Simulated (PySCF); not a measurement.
Level of theory: TPSSh-D3(BJ)/def2-TZVP // B3LYP-D3(BJ)/def2-TZVP (PySCF 2.14.0). Gas-phase values, no solvent. 

Reference species (SMILES): `[Cl][InH][Cl]` (neutral, multiplicity 1).

| Property | Value |
|---|---|
| LUMO | -2.33 eV |
| HOMO–LUMO gap | 5.86 eV |

Changed species: `[InH3]` (3 of 3 Cl replaced by H; the reference has 1 of 3 Cl replaced by H).

Problem. Give the shifts of the LUMO and HOMO–LUMO gap.

Solution. the LUMO goes up by 0.16 eV, to -2.17 eV; the HOMO–LUMO gap drops by 0.40 eV, to 5.46 eV.
